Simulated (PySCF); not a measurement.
Working with the constants of TeO⁻

ωB97X constants of TeO⁻, ²Π (doublet), unpaired electrons π ↑ (basis Te def2-SVPD with ECP28, O def2-SVPD; scalar-relativistic core potentials; PySCF 2.14; masses 129.9062 and 15.9949 u):

* ωe: 693.2 cm⁻¹
* ωexe: 3.87 cm⁻¹
* Be: 0.32014 cm⁻¹
* αe: 0.00204 cm⁻¹
* D (centrifugal): 2.73e-07 cm⁻¹
* De to Te⁻ + O: 3.39 eV

Q: Give the vibrational terms G(v) and spacings up to v = 3.

A: G(v) = ωe(v+½) − ωexe(v+½)².

```csv
v,G(v) (cm⁻¹),G(v) − G(v−1),Bv (cm⁻¹)
0,346,,0.3191
1,1031,685,0.3171
2,1709,678,0.3150
3,2379,670,0.3130
```

Q: How well does the Morse estimate ωe²/(4ωexe) reproduce De, and what is D0?

A: It gives 3.85 eV, 114 % of the computed De. D0 = De − G(0) = 3.39 − 0.04 = 3.35 eV.

Spin–orbit coupling is left out, which matters for elements this heavy, above all for dissociation energies. For an ion De counts to the pair picked by the measured ionisation energies or electron affinities, which need not be the lowest pair at this level. The state was picked by a PBE0 search and need not be the measured ground state.
